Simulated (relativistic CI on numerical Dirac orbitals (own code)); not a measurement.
Level scheme of Pb XXXIII

These numbers are calculated, not measured: Dirac-Coulomb-Breit CI, separate exchange-only KLI orbitals for each configuration, model QED, unscaled Slater integrals (own radial code, finite nucleus).

Configurations in the expansion (outside the closed core [Ar] 3d10 4p6): 4s2 4d10 4f4, 4s2 4d10 4f3 5s, 4s2 4d10 4f3 5p, 4s2 4d10 4f2 5s2, 4s2 4d10 4f2 5s 5p, 4s2 4d10 4f3 5d, 4s2 4d10 4f2 5p2, 4s2 4d10 4f2 5s 5d, 4s 4d10 4f5, 4s2 4d9 4f3 5s2, 4s2 4d10 4f3 5f, 4s2 4d10 4f3 6s, 4s2 4d10 4f3 6p. Levels of other configurations are missing.

```csv
No.,Configuration,Term,J,E (cm⁻¹),%,Next component (%),Lifetime (s)
41,4s2 4d10 4f4,3M,10,170661.2,75,25 1N,4.04e-03
42,4s2 4d10 4f4,3H,6,171305.4,52,24 1I,3.33e-04
43,4s2 4d10 4f4,3G,4,175192.7,49,17 3H,1.88e-04
44,4s2 4d10 4f4,5D,3,176003.9,34,26 3F,5.95e-04
45,4s2 4d10 4f4,3K,6,184375.9,41,22 5G,3.84e-04
46,4s2 4d10 4f4,3H,4,185897.8,35,33 5D,2.85e-04
47,4s2 4d10 4f4,3F,3,187298.1,60,16 3G,2.50e-04
48,4s2 4d10 4f4,3H,5,189915.9,51,22 3G,3.19e-04
49,4s2 4d10 4f4,1H,5,190986.7,32,20 3G,2.76e-04
50,4s2 4d10 4f4,3L,9,192729.3,66,34 3M,3.21e-04
51,4s2 4d10 4f4,3F,2,193877.5,39,32 3P,1.57e-04
52,4s2 4d10 4f4,3D,1,194108.9,54,35 3P,1.33e-04
53,4s2 4d10 4f4,3H,4,195262.6,44,25 1G,2.54e-04
54,4s2 4d10 4f4,3F,3,199353.6,56,28 3D,1.95e-04
55,4s2 4d10 4f4,3G,3,205254.9,50,21 5D,2.52e-04
56,4s2 4d10 4f4,3H,6,205444.3,38,25 3I,3.29e-04
57,4s2 4d10 4f4,3G,4,209624.8,59,15 1G,2.23e-04
58,4s2 4d10 4f4,1L,8,211314.4,50,50 3K,1.03e-03
59,4s2 4d10 4f4,3F,2,212569.2,61,22 1D,3.38e-04
60,4s2 4d10 4f4,1G,4,214310.9,44,23 3F,1.96e-04
61,4s2 4d10 4f4,3G,5,214465.5,53,40 3H,1.80e-04
62,4s2 4d10 4f4,3P,0,215471.5,43,39 5D,1.02e-04
63,4s2 4d10 4f4,3K,7,216030.4,66,28 3I,5.00e-04
64,4s2 4d10 4f4,3I,5,219124.3,47,24 3H,1.89e-04
65,4s2 4d10 4f4,1K,7,220130.8,55,34 3I,2.69e-04
66,4s2 4d10 4f4,3H,6,223421.9,44,32 1I,3.20e-04
67,4s2 4d10 4f4,1D,2,226768.2,59,17 3D,1.67e-04
68,4s2 4d10 4f4,3K,8,226934.5,40,31 1L,1.11e-04
69,4s2 4d10 4f4,1N,10,228223.7,75,25 3M,2.76e-04
70,4s2 4d10 4f4,3F,4,232588.8,40,20 3H,1.66e-04
```

Energies count from the lowest computed level; lifetimes are radiative, by E1, M1, E2, M2 decay to levels of this space only.

The mean weight of the leading LS term, summed over parents, in these 30 levels is 50 %, and that of the leading jj configuration (from the same eigenvectors) 66 %, so jj coupling describes them better and the LS labels are nominal.

At this charge energies of transitions that change n are usually good to better than 1 %, and those within a shell (Δn = 0) to a few per cent. Terms inside the open d or f shell come out 10 to 20 % too wide with unscaled integrals.

LS names give the leading component of a level, which can be under half, so a name can repeat, a term be missing and a line seem to break the LS rules.
